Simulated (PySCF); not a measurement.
Dipole response of Ca⁺ (calcium, charge +1)

[Ar] 4s1, 2S determinant. Calculation: PySCF 2.14, in an uncontracted even-tempered set (22 s from 0.0056 bohr⁻², ratio 2.5; 16 p from 0.0073 bohr⁻², ratio 2.5; 6 d from 0.11 bohr⁻², ratio 2.7; 6 f from 0.16 bohr⁻², ratio 2.7); the non-relativistic Hamiltonian (point nucleus). Coupled (time-dependent) response in atomic units; α is the mean over directions.

```json
{"method": "UHF", "mean α (bohr³)": "98.47", "C₆ (like pair)": "786.1", "S(−4)": "9352"}
{"method": "PBE0", "mean α (bohr³)": "86.14", "C₆ (like pair)": "646.1", "S(−4)": "7213"}
```

S(−4) is the Cauchy moment in α(ω) = α(0) + S(−4) ω² + …

α(iu) at UHF:

| u (hartree) | α(iu) (bohr³) |
| --- | --- |
| 0 | 98.47 |
| 0.0500 | 79.71 |
| 0.100 | 51.34 |
| 0.200 | 22.63 |
| 0.300 | 12.90 |
| 0.500 | 6.663 |
| 0.750 | 4.206 |
| 1.00 | 3.064 |
| 1.50 | 1.886 |
| 2.00 | 1.276 |
| 3.00 | 0.6909 |
| 5.00 | 0.3011 |

A single London oscillator, α(iu) = α/(1 + u²/ω²), gives C₆ = (3/4) ω α². Matching the computed C₆ needs ω = 4 × 786.1 / (3 × 98.47²) = 0.108 hartree.

For an ion, C₆ is the dispersion term alone; charge-induced terms of lower order in 1/R come first.
